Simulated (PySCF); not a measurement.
A calculated (MN15, PySCF 2.14, 6-31G*, no relativity, point nucleus) atom or ion has these occupied shells.

```tsv
shell	electrons	orbital energy (eV)	rms radius, mean of both spins (bohr)
1s β	1	-4358.2	0.0853
1s α	1	-4358.2	0.0853
2s α	1	-466.68	0.378
2s β	1	-466.57	0.378
2p α	3	-393.49	0.342
2p β	3	-393.35	0.342
3s α	1	-58.261	1.17
3s β	1	-57.730	1.17
3p α	3	-37.669	1.27
3p β	3	-36.938	1.27
3d α	1	-5.872	1.84
4s α	1	-5.245	4.14
4s β	1	-5.017	4.14
```

(1) Name the element and its charge.

Results:

(1) Sc (scandium, neutral), in [Ar] 3d1 4s2, 2D determinant.
